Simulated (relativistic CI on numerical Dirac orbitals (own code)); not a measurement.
Radial parameters of Cs⁴⁺

Calculated at this level of theory: Dirac-Coulomb-Breit CI, KLI orbitals optimised for each configuration, model QED, valence Slater integrals scaled by 0.85, P86 correlation energy added to each configuration (own radial code, finite nucleus).

Slater integrals F^k, G^k are unscaled and averaged over j, outside the closed core [Kr] 4d10; ζ comes from projecting the Hamiltonian with its Breit term on Σ l·s of the shell.

- 5s²5p³: F^2(5p,5p) = 57461, ζ(5p) = 11129 cm⁻¹; <r>(5p) = 1.872, <r^2>(5p) = 3.927 (bohr units).
- 5s5p⁴: F^2(5p,5p) = 57556, G^1(5s,5p) = 75455, ζ(5p) = 11039 cm⁻¹; <r>(5s) = 1.646, <r^2>(5s) = 3.031, <r>(5p) = 1.868, <r^2>(5p) = 3.911 (bohr units).
- 5s²5p²5d: F^2(5p,5p) = 57715, ζ(5p) = 11468, F^2(5p,5d) = 45770, G^1(5p,5d) = 53565, G^3(5p,5d) = 33725, ζ(5d) = 752.79 cm⁻¹; <r>(5p) = 1.861, <r^2>(5p) = 3.885, <r>(5d) = 2.432, <r^2>(5d) = 6.664 (bohr units).

Averages of the first 10 configurations, taken without configuration mixing, which lowers the lowest level and can move excited configurations by several eV; other configurations of the list can lie among them:

```tsv
Configuration	Parity	States	Average energy above the lowest level (eV)
5s²5p³	odd	20	3.7
5s5p⁴	even	30	20.0
5s²5p²5d	even	150	24.6
5p⁵	odd	6	39.1
5s5p³5d	odd	400	40.1
5s²5p²4f	odd	210	26.2
5s²5p²5f	odd	210	41.6
5s²5p²6s	even	30	29.2
5s²5p²5g	even	270	47.1
5s²5p²6p	odd	90	34.2
```
